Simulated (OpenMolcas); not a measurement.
A run on Nb2+ among 5 point charges of -2 e arranged as a square pyramid (C4v), 2.15 Å from the ion, with the axial distance 2.215 Å. The active orbitals were held to one l.
```
   2.1500    0.0000    0.0000  -2.00
   0.0000    2.1500    0.0000  -2.00
  -2.1500    0.0000    0.0000  -2.00
   0.0000   -2.1500    0.0000  -2.00
   0.0000    0.0000    2.2145  -2.00
```

| Property | Result |
| --- | --- |
| Program | OpenMolcas 26.06 |
| Method | CASSCF |
| Basis | ANO-RCC-VDZP [6s5p3d1f] |
| Scalar Hamiltonian | DKH2, point nucleus |
| Active space | 3 electrons in 5 orbitals (4d) |
| State averaging | 2S+1 = 4 even, 10 roots; 2S+1 = 2 even, 40 roots |
| Spin-orbit coupling | RASSI with atomic mean-field integrals over the reference wave functions |

43 basis functions. Blocks (2S+1, parity, CSFs, roots kept): 4, even, 10, 10; 2, even, 40, 40.

How long do the RASSCF and RASSI steps take on 1 thread of Arm Neoverse N1, on a shared host?

About 16 s of wall time, without the integral step.
